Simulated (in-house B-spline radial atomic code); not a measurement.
Ionisation energies along the 63-electron series, configuration 1s2 2s2 2p6 3s2 3p6 3d10 4s2 4p6 4d10 4f5/2(6) 4f7/2(3) 5s2 5p6, as differences of self-consistent energies. Dirac energy differences include first-order Breit, QED and recoil terms. NIST's values go from ground level to ground level; the uncertainty of those that are theory runs from under 0.1 % in few-electron ions to several per cent in heavy many-electron ones. Computed with a radial B-spline atomic code at the basis-set limit: Dirac-Hartree-Fock, jj configuration that fills j = l - 1/2 first, finite nuclei.

A number in brackets counts the electrons of a j subshell.

```json
{"ion": "Tb2+", "configuration after": "[Xe] 4f5/2(6) 4f7/2(2)", "ionisation energy (eV)": "19.26", "IE/(q+1)² (eV)": "2.1397", "-ε less Coulomb ΔSCF (eV)": "5.4937", "Breit and QED recoil part (eV)": "0.15109", "tabulated value (eV)": "21.82", "computed minus tabulated (eV)": "-2.56"}
{"ion": "Dy3+", "configuration after": "[Xe] 4f5/2(6) 4f7/2(2)", "ionisation energy (eV)": "39.13", "IE/(q+1)² (eV)": "2.4455", "-ε less Coulomb ΔSCF (eV)": "5.3822", "Breit and QED recoil part (eV)": "0.18078", "tabulated value (eV)": "41.23", "computed minus tabulated (eV)": "-2.10"}
{"ion": "Ho4+", "configuration after": "[Kr] 4d10 4f5/2(6) 4f7/2(3) 5s2 5p1/2(2) 5p3/2(3)", "ionisation energy (eV)": "74.53", "IE/(q+1)² (eV)": "2.9811", "-ε less Coulomb ΔSCF (eV)": "-", "Breit and QED recoil part (eV)": "-0.055565", "tabulated value (eV)": "-", "computed minus tabulated (eV)": "-"}
```
